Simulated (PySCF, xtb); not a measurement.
Ga(NH2)3 (GaH6N3), SMILES [NH2][Ga]([NH2])[NH2].

GFN2-xTB in xtb at its own geometry gives an orbital gap of 4.08 eV and a dipole moment of 0.79 D.

Coordinates come from a PBE-D3(BJ)/def2-SVP optimisation. The structure was generated by enumeration; whether it is a known compound was not checked. Other conformers were not sampled.

**Question.** What does PySCF with PBE0/def2-TZVP give? (The exact figures need the calculation; the answer reports its results.)

**Answer.** gap 6.88 eV (levels -6.84 and 0.04 eV), dipole 0.87 D.
